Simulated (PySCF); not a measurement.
Estimate the missing entries of this data sheet.

Species: C6H6NOP.
Numbering: `[CH3:1][C:2](=[O:3])[c:4]1[cH:5][n:6][cH:7][p:8][cH:9]1` (hydrogens: H10, H11, H12 on C1; H13 on C5; H14 on C7; H15 on C9)

Conformer (atom-mapped SMILES and torsion angles): `[CH3:1][C:2](=[O:3])[c:4]1[cH:5][n:6][cH:7][p:8][cH:9]1`: C1–C2–C4–C5 3°.

| property | level | value |
| --- | --- | --- |
| rotational constants A, B, C of the GFN2-xTB geometry | GFN2-xTB | ? |
| dipole moment | wB97X-D/def2-SVPD | 1.78 D |
| HOMO energy | wB97X-D/def2-SVPD | ? |
| LUMO energy | wB97X-D/def2-SVPD | ? |
| lowest singlet excitation | TDDFT wB97X-D/def2-SVPD | 3.70 eV (335 nm, f = 0.001) |
| lowest triplet excitation (Tamm–Dancoff) | TDA wB97X-D/def2-SVPD | 3.27 eV |
| static isotropic polarisability | wB97X-D/def2-SVPD | ? |
| electronic spatial extent ⟨r²⟩ about the centre of nuclear charge | wB97X-D/def2-SVPD | ? |
| 13C chemical shifts (computed TMS as zero) by class | GIAO PBE0/pcSseg-1 | 199.2 (C2), 196.4 (C7), 177.7 (C9), 152.4 (C5), 130.5 (C4), 28.3 (C1) ppm |
| 1H chemical shifts (computed TMS as zero) by class | GIAO PBE0/pcSseg-1 | 10.92 (H14), 10.82 (H15), 9.69 (H13), 2.76 (H10/H11/H12) ppm |
| isotropic shieldings of nuclei other than C and H, by class | GIAO PBE0/pcSseg-1 | -110 (N6), -331 (O3), 102 (P8) ppm |

Gas-phase values; electronic properties from PySCF, density fitting. Geometry: GFN2-xTB, one conformer, isolated molecule. GFN2-xTB frequencies show an imaginary mode (32i cm⁻¹), so this geometry is no minimum at that level. NMR classes are plain means over equivalent atoms (diastereotopic ones count apart unless rotation or inversion swaps them), as if these changed places fast; in this geometry the members of some classes differ.

(1) What are the rotational constants A, B, C of the GFN2-xTB geometry?

(2) The static isotropic polarisability?

(3) Give the electronic spatial extent ⟨r²⟩ about the centre of nuclear charge.

(4) What is the HOMO energy?

(5) Give the LUMO energy.

Results:

(1) 2.980, 1.004, 0.755 GHz.

(2) 102.4 au.

(3) 1428 bohr².

(4) -9.23 eV.

(5) -0.73 eV.

The dipole matches unit charges of opposite sign 0.37 Å apart (1 e·Å = 4.8032 D). The rotational constants make it an asymmetric top with κ = (2B − A − C)/(A − C) = -0.78, nearer the prolate limit (−1). In wavenumbers S1 is 29800 cm⁻¹ (1 eV = 8065.54 cm⁻¹).
